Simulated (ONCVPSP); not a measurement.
# titanium (Ti): one change to an ONCV potential, before and after

```
Element                 : titanium
Generator               : ONCVPSP 4.0.1
Type                    : optimised norm-conserving Vanderbilt (ONCV)
Functional              : PBE
Relativity              : scalar-relativistic
Frozen core             : [Ne]
Valence charge          : 12
Reference configuration : 3s2 3p6 3d2 4s2
Partial waves           : 3s+4s: rc 1.80 bohr, ncon 4, nbas 9, qcut 5.2 1/bohr, 2 projectors; 3p: rc 1.55 bohr, ncon 3, nbas 6, qcut 9.4 1/bohr, 3 projectors, debl 0.6 Ha; 3d: rc 1.55 bohr, ncon 5, nbas 10, qcut 10.5 1/bohr, 2 projectors, debl 1.7 Ha
Local potential         : polynomial inside 1.15 bohr (lpopt 5, dvloc0 1 Ha)
Core correction         : Teter function, fcfact 4, rcfact 1.2
```

In the p channel the program set the typed energies aside and used -1.428, 0.250, 0.850 Ha.

All-electron outer shells of the reference configuration (PBE, scalar-relativistic, ld1.x):

```tsv
shell	level (eV)	outermost node (bohr)	outermost maximum (bohr)
2p	-444.26	–	0.22
3s	-62.63	0.40	0.87
3p	-38.86	0.37	0.90
4s	-4.47	1.24	2.92
3d	-4.26	–	0.98
```

Change: d: qcut 12.2.

Cutoffs: the cutoffs (Ha) at which the residual kinetic energy of the hardest occupied pseudo-wave falls to 1 and 0.1 mHa per electron; they do not see the model core or the augmentation charge, which bear on the density cutoff. Errors are all-electron minus pseudo energies relative to the spin-unpolarised reference configuration.

Task: How do hardness, ghosts and transferability respond?

Result: The potential gets harder (41 Ha and 47 Ha → 46 Ha and 54 Ha); of the 4 tests that both files solve, the error grows in 0 and shrinks in 1 by more than 15 % and 0.3 meV (median size 8.2 → 6.0 meV); neither file shows a bound ghost. The waves are optimised to have the least kinetic energy above qcut, so the cutoff follows it (qcut²/2 in Ha).

| quantity | base | changed |
| --- | --- | --- |
| cutoff, loose | 41 Ha | 46 Ha |
| cutoff, tight | 47 Ha | 54 Ha |
| loose cutoff by channel | s 7.5 Ha, p 20 Ha, d 41 Ha | s 7.5 Ha, p 20 Ha, d 46 Ha |
| bound ghosts | none | none |
| GHOST(+) flags under 300 eV | none | none |
| error for 3s2 3p6 3d2 4s1, meV [ΔE 7.35 eV] | -0.6 | -0.6 |
| error for 3s2 3p6 3d2 4s0, meV [ΔE 20.92 eV] | -2.7 | -2.6 |
| error for 3s2 3p6 3d1 4s0, meV [ΔE 47.87 eV] | +14 | +9.4 |
| error for 3s2 3p6 3d1 4s2, meV [ΔE 9.74 eV] | +23 | +20 |
| s: phases at 1.83 bohr within 0.05 rad from the reference energy up to (Ha; the scan ends near 5) | 4.9 | 4.9 |
| p: phases at 1.57 bohr within 0.05 rad from the reference energy up to (Ha; the scan ends near 5) | to the end of the scan | to the end of the scan |
| d: phases at 1.57 bohr within 0.05 rad from the reference energy up to (Ha; the scan ends near 5) | to the end of the scan | to the end of the scan |
| rms error of d²Exc/dni dnj with the model core, mHa | 1.04 | 1.05 |
